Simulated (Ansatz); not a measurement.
Ansatz (a first-principles code) input (CCSD(T)/STO-3G):

Ansatz 0.2 input:
```yaml
crystal:
  periodic: [false, false, false]
  atoms:
    - {symbol: Mo, position_ang: [-0.00399236, 0.02985171, 0.01808891]}
    - {symbol: Cl, position_ang: [1.85476294, -0.36262874, -1.18066912]}
    - {symbol: Cl, position_ang: [0.98807443, -1.02812309, 1.82278792]}
    - {symbol: Cl, position_ang: [-0.97731140, 0.94764567, -1.87155392]}
    - {symbol: Cl, position_ang: [-1.59866776, -1.55224762, 0.02033288]}
    - {symbol: Cl, position_ang: [-0.25699473, 1.92160250, 1.16441200]}
basis:
  gaussian:
    orbitals: STO-3G
magnetization: {spin_polarized: true, initial_magnetization: 1}
correlation: {method: ccsd_t, electrons: outside_noble_gas}
```

End of the output:

```
determinant -168956.15382906 eV, -6209.0241306235 hartree, with singles and doubles -168959.75511691 eV, -6209.1564755111 hartree
determinant -168956.01282988 eV, -6209.0189489995 hartree, with singles and doubles -168959.58696035 eV, -6209.1502958715 hartree
determinant -168955.73513474 eV, -6209.0087438911 hartree, with singles and doubles -168959.61812116 eV, -6209.1514410100 hartree
determinant -168955.63961395 eV, -6209.0052335671 hartree, with singles and doubles -168959.49661985 eV, -6209.1469759192 hartree
determinant -168955.53783109 eV, -6209.0014931158 hartree, with singles and doubles -168959.42012284 eV, -6209.1441647061 hartree
determinant -168958.96210086 eV, -6209.1273327089 hartree, with singles and doubles -168963.43716053 eV, -6209.2917881185 hartree
determinant -168958.89245091 eV, -6209.1247731204 hartree, with singles and doubles -168963.36638939 eV, -6209.2891873268 hartree
43 core orbitals not correlated
reference -168958.96210086 eV, -6209.1273327089 hartree; 21, 20 occupied and 8, 9 virtual orbitals, 839 factors
second order -4.71666943 eV of doubles, -0.00000000 eV of singles
coupled cluster: 0.11 GiB planned
cycle   1  -4.47506057 eV  change   -9.0e-7 eV  update   4.3e-6
coupled cluster: 0.11 GiB planned
perturbative correction -0.60985254 eV, -0.0224116675 hartree
Total energy: -168964.04701397 eV, -6209.3141998190 hartree
```

The spin state was set by rule; other spins were not relaxed.
